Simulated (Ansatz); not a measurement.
Ideal-gas functions of C2H4BrN (`C=C(N)Br`) at 500 K and 1 bar, from an Ansatz frequency run at PBE0-D4/def2-TZVP.

Molar mass 121.96 g/mol, point group C1 (symmetry number 1), electronic degeneracy 1, moments of inertia 50.008, 157.615, 207.125 u Å². Harmonic wavenumbers (cm⁻¹, unscaled): 271, 336, 369, 511, 575, 603, 711, 804, 982, 1116, 1290, 1427, 1634, 1715, 3174, 3290, 3574, 3683.

Use S(trans) = R[1.5 ln M + 2.5 ln T − 1.1517]; rotational temperatures θ = 24.2544 K / I; S(rot) = R[ln(√π/σ · √(T³/θAθBθC)) + 1.5]; for each mode x = 1.438777 ν̃/T, S = R[x/(eˣ − 1) − ln(1 − e⁻ˣ)] and H = RT x/(eˣ − 1); 1 cm⁻¹ = 0.0119627 kJ/mol; R = 8.31446 J/(mol·K).

Task: By hand: the entropy, in J/(mol·K).

Result: Translation 179.5. Rotation: θ = 0.485, 0.1539, 0.1171 K, giving 114.4. Vibration, mode by mode: 10.59, 8.91, 8.20, 5.82, 5.02, 4.70, 3.68, 2.98, 1.99, 1.46, 0.98, 0.71, 0.43, 0.36, 0.01, 0.01, 0.00, 0.00, in all 55.8. Electronic 0.0. Sum 349.7 J/(mol·K).

Task: By hand: H − E and G − E in kJ/mol, counted from the electronic energy.

Result: Zero-point energy ½ × 26065 × 0.0119627 = 155.9; thermal vibration 17.2; translation, rotation and pV give 4 RT = 16.6. H − E = 189.7 kJ/mol, and G − E = 189.7 − 500 × 349.7/1000 = 14.9 kJ/mol.

Vibration gives 16 % of the entropy. The sum counts one conformer and one mirror image; others add a mixing term.
